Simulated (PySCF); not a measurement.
C3H7NOSi, SMILES [SiH2]1OC=CCN1. Atoms are numbered in the order given.

```xyz
13

C      1.3129    -0.9635    -0.3056
C      1.5556     0.2443     0.2210
O      0.6242     1.1599     0.6056
Si    -0.9678     0.9481     0.0889
N     -1.1336    -0.7545    -0.0695
C     -0.0388    -1.5955    -0.5359
H      2.1836    -1.5666    -0.5787
H      2.5802     0.5974     0.3814
H     -1.1092     1.7389    -1.1692
H     -1.9131     1.4758     1.1063
H     -2.0324    -1.2167    -0.0143
H     -0.1360    -1.8519    -1.6117
H     -0.0605    -2.5592     0.0065
```

The structure is a stationary point at ωB97X-D3(BJ)/def2-SVP. The structure was generated by enumeration, and PubChem lists no compound with its InChIKey, so it may never have been made. The values are those of a single conformer.

All values below come from PBE/pcSseg-1 (PySCF).

GIAO shieldings, no solvent; atoms listed in one row are averaged. δ = σ(ref) − σ: ¹³C against TMS (σ = 182.0 ppm); ¹⁷O against H2O (σ = 334.3 ppm); ²⁹Si against TMS (σ = 335.4 ppm); ¹⁵N against NH3 (σ = 267.0 ppm); ¹H against TMS (σ = 31.49 ppm), references at their B3LYP-D3(BJ)/def2-TZVP geometries, non-relativistic.

| nucleus | atoms | count | δ (ppm) |
|---|---|---|---|
| ¹³C | C2 | 1 | 151.1 |
| ¹³C | C1 | 1 | 108.1 |
| ¹³C | C6 | 1 | 48.3 |
| ¹⁷O | O3 | 1 | 118.9 |
| ²⁹Si | Si4 | 1 | -33.8 |
| ¹⁵N | N5 | 1 | 34.5 |
| ¹H | H8 | 1 | 6.82 |
| ¹H | H9 | 1 | 5.90 |
| ¹H | H10 | 1 | 5.38 |
| ¹H | H7 | 1 | 4.54 |
| ¹H | H12 | 1 | 4.36 |
| ¹H | H13 | 1 | 4.21 |
| ¹H | H11 | 1 | 0.63 |
